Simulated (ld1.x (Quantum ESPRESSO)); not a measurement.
# Configuration tests for C (TM)

ld1.x (Quantum ESPRESSO) 7.5 input, shortened:

```
&input
   title='C', zed=6., rel=1, dft='PW91', iswitch=3,
   config='[He] 2s2 2p2'
 /
 &inputp
   pseudotype=2, tm=.true., lloc=-2, rcloc=1.10,
   nlcc=.false.
 /
2
2S  1  0   2.00   0.00  1.56  1.56  0.0
2P  2  1   2.00   0.00  2.10  2.10  0.0
 &test
   configts(1)='2s2 2p2'
 /
```

Energies are relative to the spin-unpolarised reference configuration 2s2 2p2; without spin polarisation the order of configurations can differ from experiment.

```
valence configuration  charge  ΔE all-electron (eV)  error AE − PS (meV)
              2s2 2p1      +1                10.928                  +39
              2s2 2p0      +2                35.161                 +378
            2s2 2p1.5    +0.5                 3.995                 +5.3
              2s0 2p4       0                16.950                  +32
              2s1 2p2      +1                19.666                  -35
```

Question: What are ΔE and the potential's error for 2s1 2p3?

Answer: ΔE = 8.466 eV all-electron; the error (AE − PS) is +9.2 meV.

Question: What are ΔE and the potential's error for 2s1 2p0?

Answer: ΔE = 83.418 eV all-electron; the error (AE − PS) is +714 meV.

Levels in the configuration 2s2 2p1.5:

| level | all-electron (eV) | pseudo (eV) |
| --- | --- | --- |
| 2s | -19.429 | -19.431 |
| 2p | -10.788 | -10.759 |

ld1.x printed “convergence not achieved” for 6 of the counted tests; their residual had stalled under 1e-8, short of the target of 1e-14.
